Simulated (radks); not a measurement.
Values are calculated unless marked as measured or tabulated.
Question: Radial electron density D(r) = 4 pi r^2 rho(r) of an atom or ion with 30 electrons. Code: a radial shooting solver on a logarithmic mesh with Libxc functionals. Model: scalar-relativistic Kohn-Sham, r2SCAN, spin-polarised, spherical densities, finite nucleus; meta-GGA in the generalised Kohn-Sham scheme; Fermi nuclear charge, rms radius of each element as measured or else 0.836 A^(1/3) + 0.57 fm.

r (bohr),D(r) (e/bohr)
0.005388,5.930
0.006173,7.362
0.007073,9.076
0.008039,10.97
0.00921,13.30
0.01055,15.96
0.01199,18.73
0.01374,21.92
0.01574,25.27
0.01803,28.62
0.0205,31.61
0.02348,34.39
0.0269,36.51
0.03058,37.71
0.03503,37.99
0.04014,37.23
0.04562,35.73
0.05226,33.67
0.05987,31.72
0.0686,30.54
0.07796,30.68
0.08932,32.43
0.1023,35.62
0.1163,39.24
0.1333,42.54
0.1527,43.98
0.1735,42.78
0.1988,38.73
0.2278,32.78
0.2609,26.68
0.2966,22.53
0.3398,20.92
0.3893,22.07
0.4424,24.45
0.5069,26.48
0.5807,26.51
0.66,24.29
0.7562,20.14
0.8663,15.25
0.9925,10.70
1.128,7.324
1.292,4.835
1.481,3.288
1.683,2.400
1.928,1.783
2.209,1.317
2.511,0.9432
2.876,0.6038
3.295,0.3415
3.775,0.1662
4.291,0.07197
4.916,0.02443
5.632,0.006645
6.401,0.001559
7.334,0.0002562

What is the nuclear charge?

Answer: Z = 31. The innermost maximum, from 1s, lies near gamma/Z bohr with gamma = sqrt(1 - (Z/c)^2) = 0.974, here 0.0314 bohr (found: 0.0339), and its height grows with Z. The density is that of the gallium ion Ga+ in [Ar] 3d10 4s2; the configuration itself is not fixed sharply by these data, and Z only to about a unit. D(r) has 3 maxima, at r = 0.0339, 0.154, 0.545 bohr, and minima at 0.0720, 0.342 bohr, inside which lie 2.08, 10.94 electrons.
